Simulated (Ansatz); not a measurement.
`SB1OC[Te]1`, charge 0, multiplicity 1.

Problem. Give a relaxed structure at PBE0-D4/def2-TZVP (Ansatz). (Best estimate.)

Solution. Ansatz gave: 
Z-matrix (Å, degrees):
```
C
Te 1 2.186
O 1 1.422 2 96.8
H 1 1.088 2 112.6 3 -116.0
H 1 1.088 2 112.6 3 116.0
B 2 2.168 1 60.3 3 -0.0
S 6 1.791 2 134.1 1 180.0
H 7 1.346 6 94.9 2 -180.0
```
Point group Cs.
